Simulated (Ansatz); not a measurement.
Ansatz (a quantum-chemistry and plane-wave program) input:

Ansatz 0.2 input:
```yaml
crystal:
  periodic: [false, false, false]
  atoms:
    - {symbol: C, position_ang: [0.09501344, -0.08067266, 1.26141555]}
    - {symbol: I, position_ang: [0.98121667, 1.55821321, -0.04635199]}
    - {symbol: I, position_ang: [-0.99197291, -1.54908046, -0.09644977]}
basis:
  gaussian:
    orbitals: STO-3G
total_charge: -1
magnetization: {spin_polarized: true, initial_magnetization: 1}
correlation: {method: ccsd_t, electrons: outside_noble_gas}
```

Task: What final total energy does it print?

Result: -13738.66832 Eh (CCSD(T)/STO-3G). The basis has 59 functions.
